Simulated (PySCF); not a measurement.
## Working out the ionisation energy of Zr

Zr [Kr] 4d2 5s2 (3F) → Zr⁺ [Kr] 4d2 5s1 (4F). All numbers are calculated (PySCF 2.14, scalar relativity through the core potential, in aug-cc-pVDZ-PP with ECP28MDF (5s5p4d2f, 54 functions)). Frozen: 4s2 4p6. Energies in hartree (1 hartree = 27.21139 eV):

```json
{"part": "UHF", "Zr (lower)": "-46.302154", "Zr⁺ (upper)": "-46.110366"}
{"part": "MP2 opposite-spin", "Zr (lower)": "-0.031635", "Zr⁺ (upper)": "0.000000"}
{"part": "MP2 same-spin", "Zr (lower)": "-0.009108", "Zr⁺ (upper)": "-0.009077"}
```

What does Hartree-Fock give?

(-46.110366) − (-46.302154) = 0.191788 hartree = 5.219 eV.

What do MP2 and SCS-MP2 (6/5 opposite-spin, 1/3 same-spin) give?

The opposite-spin parts differ by 0.861 eV and the same-spin parts by 0.001 eV. MP2: 5.219 + (0.861) + (0.001) = 6.081 eV. SCS-MP2: 5.219 + 1.2 × (0.861) + (0.001)/3 = 6.253 eV.

Measured between the centres of the two terms (NIST): 6.639 eV, so MP2 (valence) is off by -0.558 eV.

A double-zeta basis recovers only part of the correlation energy.

What remains against the reference includes basis incompleteness, the frozen core and correlation beyond second order.
